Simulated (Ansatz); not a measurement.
Ansatz (a quantum-chemistry and plane-wave program) input (HSE06/def2-TZVPD):

Ansatz 0.2 input:
```yaml
crystal:
  periodic: [false, false, false]
  atoms:
    - {symbol: Si, position_ang: [-0.01883799, 0.39860020, 0.35036650]}
    - {symbol: O, position_ang: [-1.25389781, -0.58343331, -0.10569582]}
    - {symbol: C, position_ang: [-2.63263587, -0.28288189, 0.04123903]}
    - {symbol: O, position_ang: [1.32249704, -0.33769656, -0.24658020]}
    - {symbol: C, position_ang: [2.62741017, 0.21908627, -0.24779002]}
    - {symbol: H, position_ang: [-0.18350331, 1.75213296, -0.29594732]}
    - {symbol: H, position_ang: [-3.19774343, -1.04197047, -0.49855009]}
    - {symbol: H, position_ang: [-2.93194876, -0.30340184, 1.09261735]}
    - {symbol: H, position_ang: [-2.87614556, 0.69894747, -0.37681053]}
    - {symbol: H, position_ang: [3.26614344, -0.43207332, -0.84356211]}
    - {symbol: H, position_ang: [2.63593842, 1.21982847, -0.69100438]}
    - {symbol: H, position_ang: [3.03355164, 0.27794648, 0.76564002]}
basis:
  gaussian:
    orbitals: def2-TZVPD
hamiltonian:
  xc: {name: HSE06}
magnetization: {spin_polarized: true, initial_magnetization: 1}
output: {forces: true}
```

Output:

```
Functional definition: HSE06
integrals: 0.25 GiB planned
1369 factors; their error is unknown
integrals: 0.29 GiB planned
185 factors; integrals over basis functions are off by at most 5.4e-7 eV
0.35 GiB of the device are held for the grids
1.73 GiB of device memory are held for the factors and their scratch space
mean field: 1.80 GiB planned
mean field evaluation 1: about -14142.0026 eV, gradient 5.1e1 eV
mean field evaluation 2: about -14119.4032 eV, gradient 9.1e1 eV
mean field evaluation 4: about -14151.9844 eV, gradient 4.6e0 eV
mean field evaluation 8: about -14152.0685 eV, gradient 4.0e-2 eV
mean field evaluation 16: about -14152.0633 eV, gradient 9.6e-5 eV
mean field -14152.06326939 eV, -520.0787325371 hartree, gradient 3.8e-5 eV, S^2 0.752464; 0 other end points of the search recorded, 0 dependent functions left out
the calculation of the forces begins
reference -14152.06332918 eV, -520.0787347344 hartree; 25, 24 occupied and 235, 236 virtual orbitals, 1369 factors
Total energy: -14152.06332918 eV, -520.0787347344 hartree
Atom 0 at    -0.018838     0.398600     0.350367 Å, force     0.005736    -0.139560    -0.136800 eV/Å
Atom 1 at    -1.253898    -0.583433    -0.105696 Å, force    -0.140694     0.103340     0.060184 eV/Å
Atom 2 at    -2.632636    -0.282882     0.041239 Å, force     0.360196    -0.015509    -0.002394 eV/Å
Atom 3 at     1.322497    -0.337697    -0.246580 Å, force     0.124418     0.128238     0.045430 eV/Å
Atom 4 at     2.627410     0.219086    -0.247790 Å, force    -0.348609    -0.083208     0.036405 eV/Å
Atom 5 at    -0.183503     1.752133    -0.295947 Å, force    -0.001413     0.018503     0.009125 eV/Å
Atom 6 at    -3.197743    -1.041970    -0.498550 Å, force    -0.012663    -0.029777    -0.021625 eV/Å
Atom 7 at    -2.931949    -0.303402     1.092617 Å, force    -0.007314    -0.006257     0.032309 eV/Å
Atom 8 at    -2.876146     0.698947    -0.376811 Å, force    -0.007058     0.027430    -0.015300 eV/Å
Atom 9 at     3.266143    -0.432073    -0.843562 Å, force     0.015456    -0.027114    -0.022856 eV/Å
Atom 10 at     2.635938     1.219828    -0.691004 Å, force     0.000199     0.028150    -0.015892 eV/Å
Atom 11 at     3.033552     0.277946     0.765640 Å, force     0.011746    -0.004236     0.031414 eV/Å
Dipole moment:    -0.020202     0.233855     0.039661 e Å
```

It need not be the lowest isomer of its formula.
